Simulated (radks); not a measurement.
Problem. F, configuration [He] 2s2 2p5. Method: scalar-relativistic Kohn-Sham, HCTH/407, spin-unpolarised, spherical densities, finite nucleus; Fermi nuclear charge, rms radius 2.8976 fm; computed with a radial shooting solver on a logarithmic mesh with Libxc functionals. Some entries of the table are withheld. Estimate them.

| orbital | occ. | eigenvalue (eV) | <1/r> (bohr^-1) |
|---|---|---|---|
| 1s | 2 | (1) | (2) |
| 2s | 2 | (3) | 1.463 |
| 2p | 5 | (4) | 1.275 |

Solution. 
(1) 1s eigenvalue (eV): -662.9640
(2) 1s <1/r> (bohr^-1): 8.624
(3) 2s eigenvalue (eV): -30.3836
(4) 2p eigenvalue (eV): -11.4400
